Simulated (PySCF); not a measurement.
PySCF input (M06-2X/6-31G* with LANL2DZ past Ar (5d)):

```python
from pyscf import gto, dft

mol = gto.M(
    atom='''
    C    -2.15143800    1.40227100    0.48785600
    C    -1.40577900    0.30666500    0.61460500
    C    -1.96986200   -1.07597400    0.47270200
    C     0.05285100    0.40735700    0.92147000
    Se    1.24200900   -0.15555800   -0.58147400
    H    -3.21135100    1.34396500    0.27519800
    H    -1.72566400    2.39283800    0.58993700
    H    -1.50442600   -1.59700300   -0.36758900
    H    -1.77055400   -1.67120200    1.36910200
    H    -3.04593600   -1.05248700    0.30717200
    H     0.34997700    1.43394000    1.12218900
    H     0.33764800   -0.20869200    1.77283600
    H     1.18736500   -1.59429000   -0.27851200
    ''',
    basis={'default': '6-31g*', 'Se': 'lanl2dz'},
    ecp={'Se': 'lanl2dz'},
    charge=1,
    spin=1,
    verbose=4,
)

mf = dft.UKS(mol, xc='m062x')
mf.grids.level = 4
mf.conv_tol = 1e-9
mf.max_cycle = 100
mf.max_memory = 1500
mf.kernel()
if not mf.converged:
    mf = mf.newton()
    mf.kernel(mf.make_rdm1())
mo, _, stable, _ = mf.stability(return_status=True)
if not stable:
    mf.kernel(mf.make_rdm1(mo, mf.mo_occ))
    stable = mf.stability(return_status=True)[2]
mf.dip_moment()
```

From the output:

```
  HOMO = -0.474853389226  LUMO = -0.383111229784  gap/eV = 2.49643
cycle= 5 E= -165.9707956595  delta_E= -0.00542  |g|= 0.0236  |ddm|= 0.118
  alpha nocc = 19  HOMO = -0.484655802896867  LUMO = -0.188424638816512
  beta  nocc = 18  HOMO = -0.480890288666945  LUMO = -0.384979125504213
  HOMO = -0.480890288667  LUMO = -0.384979125504  gap/eV = 2.60988
cycle= 6 E= -165.971373656903  delta_E= -0.000578  |g|= 0.0086  |ddm|= 0.0424
  alpha nocc = 19  HOMO = -0.485384895847815  LUMO = -0.186322232005864
  beta  nocc = 18  HOMO = -0.480849825460826  LUMO = -0.382184056073513
  HOMO = -0.480849825461  LUMO = -0.382184056074  gap/eV = 2.68483
cycle= 7 E= -165.971587569149  delta_E= -0.000214  |g|= 0.00786  |ddm|= 0.0292
  alpha nocc = 19  HOMO = -0.486968175241591  LUMO = -0.185816378952026
  beta  nocc = 18  HOMO = -0.48112388202947  LUMO = -0.381483376464377
  HOMO = -0.481123882029  LUMO = -0.381483376464  gap/eV = 2.71136
cycle= 8 E= -165.971723777563  delta_E= -0.000136  |g|= 0.00633  |ddm|= 0.0201
  alpha nocc = 19  HOMO = -0.489273891695674  LUMO = -0.184883134228725
  beta  nocc = 18  HOMO = -0.481427803044571  LUMO = -0.380584311928047
  HOMO = -0.481427803045  LUMO = -0.380584311928  gap/eV = 2.74409
cycle= 9 E= -165.971906791648  delta_E= -0.000183  |g|= 0.00499  |ddm|= 0.0321
  alpha nocc = 19  HOMO = -0.492148955033509  LUMO = -0.183955545387201
  beta  nocc = 18  HOMO = -0.481774633993291  LUMO = -0.37975945133091
  HOMO = -0.481774633993  LUMO = -0.379759451331  gap/eV = 2.77597
cycle= 10 E= -165.972086985198  delta_E= -0.00018  |g|= 0.00444  |ddm|= 0.0411
  alpha nocc = 19  HOMO = -0.496839829221187  LUMO = -0.182131563760199
  beta  nocc = 18  HOMO = -0.482280009167738  LUMO = -0.377966962234755
  HOMO = -0.482280009168  LUMO = -0.377966962235  gap/eV = 2.83850
cycle= 11 E= -165.97225933595  delta_E= -0.000172  |g|= 0.00328  |ddm|= 0.0621
  alpha nocc = 19  HOMO = -0.499729345021107  LUMO = -0.18106473484649
  beta  nocc = 18  HOMO = -0.482196836490091  LUMO = -0.377442710873423
  HOMO = -0.48219683649  LUMO = -0.377442710873  gap/eV = 2.85050
cycle= 12 E= -165.972302032977  delta_E= -4.27e-05  |g|= 0.00186  |ddm|= 0.0323
  alpha nocc = 19  HOMO = -0.501765230867989  LUMO = -0.180222995995619
  beta  nocc = 18  HOMO = -0.481480227795624  LUMO = -0.377574224858197
  HOMO = -0.481480227796  LUMO = -0.377574224858  gap/eV = 2.82743
cycle= 13 E= -165.972311707998  delta_E= -9.68e-06  |g|= 0.000436  |ddm|= 0.0202
  alpha nocc = 19  HOMO = -0.501707012698873  LUMO = -0.180277293197026
  beta  nocc = 18  HOMO = -0.481423898134677  LUMO = -0.377723000407485
  HOMO = -0.481423898135  LUMO = -0.377723000407  gap/eV = 2.82185
cycle= 14 E= -165.972311849409  delta_E= -1.41e-07  |g|= 0.000163  |ddm|= 0.00113
  alpha nocc = 19  HOMO = -0.50176438089526  LUMO = -0.180257425303502
  beta  nocc = 18  HOMO = -0.481571205600572  LUMO = -0.377506286718594
  HOMO = -0.481571205601  LUMO = -0.377506286719  gap/eV = 2.83175
cycle= 15 E= -165.972311960103  delta_E= -1.11e-07  |g|= 0.000171  |ddm|= 0.00135
  alpha nocc = 19  HOMO = -0.501936654037017  LUMO = -0.180188741221405
  beta  nocc = 18  HOMO = -0.481533555336398  LUMO = -0.377503736523906
  HOMO = -0.481533555336  LUMO = -0.377503736524  gap/eV = 2.83080
cycle= 16 E= -165.972312001557  delta_E= -4.15e-08  |g|= 5.32e-05  |ddm|= 0.00171
  alpha nocc = 19  HOMO = -0.501921195454397  LUMO = -0.180195575635974
  beta  nocc = 18  HOMO = -0.481502192511783  LUMO = -0.377540627075113
  HOMO = -0.481502192512  LUMO = -0.377540627075  gap/eV = 2.82894
cycle= 17 E= -165.972312011943  delta_E= -1.04e-08  |g|= 2.97e-05  |ddm|= 0.000341
  alpha nocc = 19  HOMO = -0.501896208302728  LUMO = -0.180201185830638
  beta  nocc = 18  HOMO = -0.481495880027243  LUMO = -0.377549597169809
  HOMO = -0.481495880027  LUMO = -0.37754959717  gap/eV = 2.82852
cycle= 18 E= -165.972312015624  delta_E= -3.68e-09  |g|= 1.76e-05  |ddm|= 0.0003
  alpha nocc = 19  HOMO = -0.501883510138418  LUMO = -0.180207159384997
  beta  nocc = 18  HOMO = -0.481501514199079  LUMO = -0.37754881541591
  HOMO = -0.481501514199  LUMO = -0.377548815416  gap/eV = 2.82870
cycle= 19 E= -165.972312015988  delta_E= -3.64e-10  |g|= 3.03e-06  |ddm|= 0.000126
  alpha nocc = 19  HOMO = -0.501883253070154  LUMO = -0.180207012928545
  beta  nocc = 18  HOMO = -0.481501649100281  LUMO = -0.377548416605238
  HOMO = -0.4815016491  LUMO = -0.377548416605  gap/eV = 2.82871
Extra cycle  E= -165.97231201601  delta_E= -2.19e-11  |g|= 2.34e-06  |ddm|= 8.41e-06
converged SCF energy = -165.97231201601  <S^2> = 0.75451475  2S+1 = 2.0045097
uhf_internal: lowest eigs of H = [0.03244588 0.19179976 0.23145954]
<class 'pyscf.dft.uks.UKS'> wavefunction is stable in the internal stability analysis

WARN: System has nonzero charge 1; the dipole moment is origin-dependent.
Location of origin: [0. 0. 0.]

Dipole moment(X, Y, Z, Debye):  0.06679, -0.25706,  0.84263
```

The dipole moment of an ion depends on the origin.

The geometry given is a B3LYP-D3(BJ)/def2-TZVP minimum of the species of charge 0 and multiplicity 1, not of this state.
